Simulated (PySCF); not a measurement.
## A small calculation by hand: entropy of an ideal gas

ethylene carbonate cation (C3H4O3), SMILES O=C1OCCO1 (connectivity only; charge and spin as stated), charge +1, multiplicity 2.

The structure is a stationary point at PBE-D3(BJ)/def2-SVP. The spin state was assumed, not searched. The values are those of a single conformer.

PBE-D3(BJ)/def2-SVP (PySCF) gives the harmonic wavenumbers 135, 208, 431, 616, 724, 746, 751, 780, 885, 897, 991, 1003, 1012, 1079, 1137, 1230, 1292, 1324, 1327, 1546, 2898, 2908, 2956, 2957 cm⁻¹ and the rotational temperatures 0.3750, 0.1860, 0.1308 K. The molar mass is 88.06 g/mol, the symmetry number 1, the spin multiplicity 2.

Q: Work out the entropy at 298.15 K and 1 atm in the rigid-rotor, harmonic-oscillator model.

A: 
Translation (Sackur–Tetrode at 1 atm): S = R[1.5 ln M + 2.5 ln T − 1.16487] = 164.6 J/(mol K).
Rotation: q = (√π/σ) T^1.5/√(θA θB θC) = 95500, S = R[ln q + 3/2] = 107.8 J/(mol K).
Vibration: with u = 1.4388 ν/T, each mode gives R[u/(e^u − 1) − ln(1 − e^−u)]:
```tsv
ν (cm⁻¹)	modes	u	S (J/(mol K))
135	1	0.65	12.02
208	1	1.00	8.62
431	1	2.08	3.58
616	1	2.97	1.77
724	1	3.49	1.17
746	1	3.60	1.07
751	1	3.62	1.05
780	1	3.76	0.94
885	1	4.27	0.62
897	1	4.33	0.59
991	1	4.78	0.41
1003	1	4.84	0.39
1012	1	4.88	0.37
1079	1	5.21	0.28
1137	1	5.49	0.22
1230	1	5.94	0.15
1292	1	6.23	0.12
1324	1	6.39	0.10
1327	1	6.40	0.10
1546	1	7.46	0.04
```
The stiffer modes add less than 0.005 each. Sum 33.6 J/(mol K).
Spin: R ln 2 = 5.8 J/(mol K).
Total 311.8 J/(mol K); the program's own thermochemistry gives 311.8. Translation makes up 53 % and vibration 11 %. Anharmonicity, hindered rotation and orbital degeneracy are left out.
